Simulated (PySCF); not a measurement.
## Calculated data, AlBClH3O, Al2BH4O, CH4AlO, CH5OSi

All values are calculated (PySCF 2.14.0). Calculation on a computer-drawn molecule: the log of a Hartree-Fock and frozen-core CCSD(T) single point meant for a local Hartree-Fock minimum, with one planted fault or none, to be diagnosed. Offsets are logged minus clean, where the clean run is the same molecule without the fault. The reference is restricted for singlets and unrestricted otherwise, and also for a bond in bohr or an excited solution. Adding or removing an electron swaps singlet and doublet. The excited solution moves the top pair (singlet) or top alpha electron (doublet) to the lowest empty orbital. Highest occupied and lowest empty are orbital energies over both spins, largest force is the largest gradient component, triples share is (T) over the correlation energy, the T1 limit is 0.02 restricted and 0.045 unrestricted, electrons count all cores, a negative frequency is imaginary (commonest isotopes), and the dipole is about the centre of nuclear charge.

Common to all runs: meant charge 0; meant basis cc-pV(D+d)Z; logged SCF converged yes; possible faults no fault, one electron removed, one electron added, multiplicity raised by two, geometry at a saddle point, SCF held on an excited solution, minimal basis STO-3G, one bond length entered in bohr, all coordinates scaled.

```json
{"entry": 1, "formula": "AlBClH3O", "logged_structure": {"atoms_angstrom": [["O", -2.3059, -2.4196, -2.8647], ["B", -1.8971, -2.2168, -1.5904], ["Al", -0.1681, -0.9638, -1.2829], ["Cl", 1.6693, -1.9086, -0.7467], ["H", -3.0592, -2.9877, -2.9447], ["H", -2.513, -2.7504, -0.6952], ["H", -0.0856, 0.6068, -1.393]]}, "given": {"meant_multiplicity": 1, "logged_electrons": 46, "logged_basis_functions": 89, "logged_spin_squared": 0.0, "logged_highest_occupied [eV]": -5.2431, "logged_lowest_empty [eV]": -3.7507, "logged_largest_force [hartree/bohr]": 0.065866, "logged_CC_converged": "no", "logged_dipole_magnitude [debye]": 2.8487, "logged_SCF_stable_within_its_kind": "no", "logged_energy_HF [hartree]": -802.42402, "drawn_bonds_atom": [1, 2, 3, 1, 2, 3], "drawn_bonds_other_atom": [2, 3, 4, 5, 6, 7], "drawn_bonds_order": [1, 1, 1, 1, 1, 1]}, "results": {"planted_fault": "SCF held on an excited solution", "HF_energy_offset_from_clean_run [kcal/mol]": 250.2}, "notes": ["CCSD not converged"]}
{"entry": 2, "formula": "Al2BH4O", "logged_structure": {"atoms_angstrom": [["O", -0.0118, 1.8057, -2.5321], ["B", -0.024, 0.7663, -1.7426], ["Al", -0.0507, -0.8196, -0.4389], ["Al", 0.7951, -0.2996, 1.9594], ["H", 0.7782, 1.9444, -3.0415], ["H", -0.5972, -2.1634, -1.0806], ["H", 1.3556, 1.1469, 2.319], ["H", 0.8033, -1.3541, 3.1492]]}, "given": {"meant_multiplicity": 2, "logged_electrons": 44, "logged_basis_functions": 94, "logged_spin_squared": 0.0, "logged_highest_occupied [eV]": -0.51071, "logged_lowest_empty [eV]": 5.3339, "logged_largest_force [hartree/bohr]": 0.02688, "logged_T1_diagnostic": 0.023668, "logged_D1_diagnostic": 0.0773, "logged_triples_share": 0.036922, "logged_CC_converged": "yes", "logged_dipole_magnitude [debye]": 5.6959, "logged_SCF_stable_within_its_kind": "yes", "logged_energy_HF [hartree]": -585.68436, "logged_energy_CCSD(T) [hartree]": -586.16386, "drawn_bonds_atom": [1, 2, 3, 1, 3, 4, 4], "drawn_bonds_other_atom": [2, 3, 4, 5, 6, 7, 8], "drawn_bonds_order": [1, 1, 1, 1, 1, 1, 1]}, "results": {"planted_fault": "one electron added", "HF_energy_offset_from_clean_run [kcal/mol]": 4.352, "CCSD(T)_energy_offset_from_clean_run [kcal/mol]": -22.09}, "notes": ["T1 above single-reference limit"]}
{"entry": 3, "formula": "Al2BH4O", "logged_structure": {"atoms_angstrom": [["O", -0.0111, 1.6991, -2.3827], ["B", -0.0226, 0.7211, -1.6398], ["Al", -0.0477, -0.7713, -0.413], ["Al", 0.7482, -0.2819, 1.8438], ["H", 0.7323, 1.8296, -2.8621], ["H", -0.5619, -2.0358, -1.0168], ["H", 1.2756, 1.0792, 2.1822], ["H", 0.7559, -1.2742, 2.9634]]}, "given": {"meant_multiplicity": 2, "logged_electrons": 43, "logged_basis_functions": 94, "logged_spin_squared": 0.7584, "logged_highest_occupied [eV]": -6.8965, "logged_lowest_empty [eV]": 0.43135, "logged_largest_force [hartree/bohr]": 0.063009, "logged_T1_diagnostic": 0.019332, "logged_D1_diagnostic": 0.069789, "logged_triples_share": 0.026446, "logged_CC_converged": "yes", "logged_dipole_magnitude [debye]": 4.0235, "logged_SCF_stable_within_its_kind": "yes", "logged_energy_HF [hartree]": -585.66444, "logged_energy_CCSD(T) [hartree]": -586.0985, "drawn_bonds_atom": [1, 2, 3, 1, 3, 4, 4], "drawn_bonds_other_atom": [2, 3, 4, 5, 6, 7, 8], "drawn_bonds_order": [1, 1, 1, 1, 1, 1, 1]}, "results": {"planted_fault": "all coordinates scaled, by -5.9 %", "HF_energy_offset_from_clean_run [kcal/mol]": 16.85, "CCSD(T)_energy_offset_from_clean_run [kcal/mol]": 18.92}}
{"entry": 4, "formula": "CH4AlO", "logged_structure": {"atoms_angstrom": [["O", -2.4736, -2.153, -2.755], ["C", -1.5026, -2.2194, -1.8064], ["Al", -0.7143, -0.6168, -1.0855], ["H", -2.7608, -3.0172, -3.0095], ["H", -1.2354, -3.2371, -1.5157], ["H", 0.4086, -0.7996, 0.0136], ["H", -1.1772, 0.8089, -1.5783]]}, "given": {"meant_multiplicity": 2, "logged_electrons": 31, "logged_basis_functions": 71, "logged_spin_squared": 0.7588, "logged_highest_occupied [eV]": -8.6576, "logged_lowest_empty [eV]": 1.1326, "logged_largest_force [hartree/bohr]": 2.8362e-05, "logged_lowest_frequency [cm^-1]": 237.97, "logged_T1_diagnostic": 0.021372, "logged_D1_diagnostic": 0.085244, "logged_triples_share": 0.02371, "logged_CC_converged": "yes", "logged_dipole_magnitude [debye]": 2.2174, "logged_SCF_stable_within_its_kind": "yes", "logged_energy_HF [hartree]": -356.92589, "logged_energy_CCSD(T) [hartree]": -357.344, "drawn_bonds_atom": [1, 2, 1, 2, 3, 3], "drawn_bonds_other_atom": [2, 3, 4, 5, 6, 7], "drawn_bonds_order": [1, 1, 1, 1, 1, 1]}, "results": {"planted_fault": "no fault", "HF_energy_offset_from_clean_run [kcal/mol]": 0.0, "CCSD(T)_energy_offset_from_clean_run [kcal/mol]": 0.0}}
{"entry": 5, "formula": "CH5OSi", "logged_structure": {"atoms_angstrom": [["O", 1.7638, 1.8866, -0.1784], ["C", 0.4453, 1.8777, -0.4155], ["Si", -0.644, 0.4342, -0.1405], ["H", 2.0115, 1.1549, 0.3423], ["H", 0.1458, 2.7564, -0.9434], ["H", -0.637, -0.5199, -1.2492], ["H", -2.0092, 0.9046, 0.0556], ["H", -0.1718, -0.274, 1.0497]]}, "given": {"meant_multiplicity": 2, "logged_electrons": 33, "logged_basis_functions": 76, "logged_spin_squared": 0.7608, "logged_highest_occupied [eV]": -8.799, "logged_lowest_empty [eV]": 3.1685, "logged_largest_force [hartree/bohr]": 0.013567, "logged_T1_diagnostic": 0.016447, "logged_D1_diagnostic": 0.079419, "logged_triples_share": 0.02335, "logged_CC_converged": "yes", "logged_dipole_magnitude [debye]": 0.82899, "logged_SCF_stable_within_its_kind": "yes", "logged_energy_HF [hartree]": -404.52677, "logged_energy_CCSD(T) [hartree]": -404.98756, "drawn_bonds_atom": [1, 2, 1, 2, 3, 3, 3], "drawn_bonds_other_atom": [2, 3, 4, 5, 6, 7, 8], "drawn_bonds_order": [1, 1, 1, 1, 1, 1, 1]}, "results": {"planted_fault": "all coordinates scaled, by -1.5 %", "HF_energy_offset_from_clean_run [kcal/mol]": 1.072, "CCSD(T)_energy_offset_from_clean_run [kcal/mol]": 2.208}}
```
